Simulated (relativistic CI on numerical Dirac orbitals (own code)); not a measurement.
# Nb+: L-alpha,beta X-ray emission

Computed with this model: Dirac-Coulomb-Breit CI, separate exchange-only KLI orbitals for each configuration, model QED, valence Slater integrals scaled by 0.8, multiplet model of X-ray emission after core ionisation; configurations [Kr] 4d4 → [He] 2s2 2p5 3s2 3p6 3d10 4s2 4p6 4d4 → [Ar] 3d9 4s2 4p6 4d4; 300 K; Lorentzian 2.8 eV and Gaussian 0.6 eV FWHM. Energies are those of the free ion, without screening or charge transfer. S is read from ⟨S²⟩ = S(S + 1).

free ion: ground-state S = 2.00, centroid 2198.02 eV. Peaks (eV, height): 2167.2 (100), 2258.8 (48).

Strongest unbroadened transitions for free ion:

```
Energy (eV)  Relative strength
    2166.91               30.5
    2166.92               28.4
    2166.96               34.9
    2167.01               15.9
    2167.05               29.5
    2167.09               14.8
    2167.18               16.5
    2167.23              100.0
    2167.27               90.1
    2167.28               27.6
    2167.30               37.7
    2167.33               13.5
    2167.34               26.1
    2167.35               26.1
    2167.59               13.8
    2167.60               14.6
    2259.10               14.1
    2259.16               18.7
```
